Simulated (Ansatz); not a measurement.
System: GaH, charge 0, singlet. GaH (SMILES [GaH]).
B3LYP-D3(BJ)/def2-TZVP minimum from Ansatz (a quantum-chemistry and plane-wave program):
```
Ga
H 1 1.6890
```
Charge 0, spin multiplicity 1.

Wanted: atomisation energy (electronic, to ground-state atoms), in kcal/mol. Radicals and triplets start from unrestricted determinants; spin-orbit coupling is neglected. Correlated methods leave the cores frozen (noble-gas shells, and filled d and f shells in the p block). No relativity. CBS(X,Y): correlation extrapolated as X^-3, Hartree-Fock from the larger set (Q,5: extrapolated as (X+1)exp(-9√X)). A bracket is a step between two methods taken in the basis named. Full CI freezes restricted core orbitals, also for open shells; the composite that ends in it estimates full CI at the basis-set limit. Where a partner has so few electrons that a lower coupled-cluster level is exact, that level stands in.

CCSD(T)/CBS(cc-pVQZ,cc-pV5Z) + [FCI - CCSD(T)]/cc-pV5Z (Ansatz) gives 68.8 kcal/mol.

How far off this value is PBE/def2-TZVPD (Ansatz), in which direction, and which of these levels come nearer: PBE0/def2-TZVPD, wB97M-V/def2-TZVPD, CCSD(T)/CBS(cc-pVQZ,cc-pV5Z)?

PBE gives 66.7 kcal/mol, 2.1 kcal/mol below it. Differences of the others: PBE0/def2-TZVPD (Ansatz) -2.8; wB97M-V/def2-TZVPD (Ansatz) 0.3; CCSD(T)/CBS(cc-pVQZ,cc-pV5Z) (Ansatz) 0.0 kcal/mol. Nearer than PBE: wB97M-V/def2-TZVPD, CCSD(T)/CBS(cc-pVQZ,cc-pV5Z).
